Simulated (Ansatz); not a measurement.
`[NH2][Ga]1[O][SiH2][SiH2]1` at its PBE0-D4/def2-TZVP geometry, where that method's forces vanish. The species carries charge 0 and has multiplicity 1.

```xyz
11

N     1.9018    0.2942    1.9525
Ga    0.5575    0.1623    0.7627
O     0.9896   -0.6148   -0.8612
Si   -0.3976   -0.6060   -1.7484
Si   -1.6837    0.4242   -0.0499
H     1.8136    0.6899    2.8715
H     2.8323   -0.0347    1.7558
H    -0.8524   -1.9759   -2.1165
H    -0.2756    0.1973   -2.9968
H    -2.1551    1.8243   -0.2284
H    -2.7306   -0.3609    0.6587
```

(1) What forces (eV/Å) does ωB97M-V/def2-TZVPP give on these atoms in Ansatz 0.2.0? (Best estimate.)

Results:

(1) Ansatz gave: 
```
N1   0.032 -0.004  0.014
Ga2 -0.102  0.047  0.050
O3   0.014 -0.006 -0.007
Si4 -0.095 -0.061 -0.213
Si5 -0.065  0.027  0.023
H6   0.027 -0.017 -0.025
H7  -0.024  0.019  0.031
H8   0.044  0.156  0.039
H9  -0.021 -0.090  0.138
H10  0.062 -0.160  0.025
H11  0.128  0.089 -0.075
```
